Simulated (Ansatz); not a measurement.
Basis-set extrapolation for H₆OSSi₂, SMILES `O[SiH]([SiH3])S` (PBE0-D4/def2-TZVP geometry, frozen core, the Gaussian-basis code of Ansatz). Multiplicity 1, RHF reference.

```json
{"": "HF", "def2-TZVPP": "-1053.898442", "def2-QZVPP": "-1053.931634"}
{"": "MP2 correlation", "def2-TZVPP": "-0.669165", "def2-QZVPP": "-0.724296"}
{"": "CCSD(T) correlation", "def2-TZVPP": "-0.752862", "def2-QZVPP": "not run"}
```

Energies in hartree. Use E(X) = E(∞) + A·exp(−7.88·√X) for Hartree–Fock and E(X) = E(∞) + B·X^(−2.97) for correlation, with X = 3 and 4, and add CCSD(T) minus MP2 of the smaller set to the MP2 limit.

Task: What is the CCSD(T) energy at the basis-set limit?

Result: HF limit: -1053.931634 + (-0.033192) × 0.13774 = -1053.93621. MP2 limit: -0.724296 + (-0.055131) × 0.74074 = -0.76513. Higher-order term: -0.752862 − (-0.669165) = -0.08370. Total: -1054.78504 hartree, 3.64 eV below CCSD(T)/def2-TZVPP.
